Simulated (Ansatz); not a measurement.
FH7OSi3 can be A, `O[SiH](F)[SiH2][SiH3]`, or B, `F[SiH]([SiH3])O[SiH3]`.

Computed with Ansatz on PBE0-D4/def2-TZVP structures; ΔE is electronic, products minus reactants. CBS: MP2 limit from def2 TZ/QZ plus the TZ coupled-cluster correction, frozen cores. DFT in def2-TZVPP. B3LYP here is the variant with VWN-RPA as its local correlation; programs differ in this. Each species was taken in one conformer, which may not be the lowest.

A:

```xyz
12

O    -2.291   -1.988    0.205
Si   -0.722   -1.527    0.198
F    -0.099   -1.667    1.670
Si   -0.415    0.709   -0.441
Si    1.791    1.389   -0.071
H    -2.937   -1.410    0.614
H    -0.030   -2.510   -0.667
H    -0.767    0.849   -1.883
H    -1.350    1.566    0.346
H     2.003    2.780   -0.553
H     2.719    0.483   -0.799
H     2.098    1.327    1.382
```

B:

```xyz
12

F     1.7118    1.3311    1.1164
Si    1.0906    0.7024   -0.2182
Si   -0.9802    1.7340   -0.6088
O     0.9212   -0.8984   -0.0092
Si    0.0562   -2.1328    0.6376
H     2.0901    0.9109   -1.2925
H    -1.6058    1.1433   -1.8232
H    -0.7898    3.1929   -0.8259
H    -1.8883    1.5260    0.5507
H     0.2024   -3.3139   -0.2459
H    -1.3774   -1.7478    0.7257
H     0.5692   -2.4477    1.9932
```

**Question.** Which is lower in electronic energy at CCSD(T)/CBS, and by how much? (Estimate.)

**Answer.** Computed: B, by 22.7 kcal/mol.

**Question.** Give E(B) − E(A) in kcal/mol with CCSD(T)/def2-SVP, CCSD/def2-TZVPP, BLYP-D4, B2PLYP, B3LYP-D4, LDA (SPW92), ωB97M-V. (Estimate.)

**Answer.** Ansatz gave: CCSD(T)/def2-SVP -21.5, CCSD/def2-TZVPP -23.7, BLYP-D4 -21.6, B2PLYP -23.7, B3LYP-D4 -23.0, LDA (SPW92) -16.4, ωB97M-V -23.0. None reverses the order clearly.

**Question.** Does the order hold for the free energy at 298.15 K (harmonic terms from PBE0-D4)? (Estimate.)

**Answer.** Computed: Yes: G(B) − G(A) = -24.1 kcal/mol, for one conformer each. Modes under 60 cm⁻¹, often nearly free rotors, make the harmonic entropy too high.

Largest T1 diagnostic: 0.013.

From r2SCAN to r2SCAN0 (25 % exact exchange), in def2-TZVPP and without D4, E(B) − E(A) moves by −1.0 kcal/mol. In def2-TZVPP, CCSD(T) changes the Hartree–Fock value by +7.0 kcal/mol (the triples alone add +1.0 kcal/mol) and MP2 by +5.6 kcal/mol.
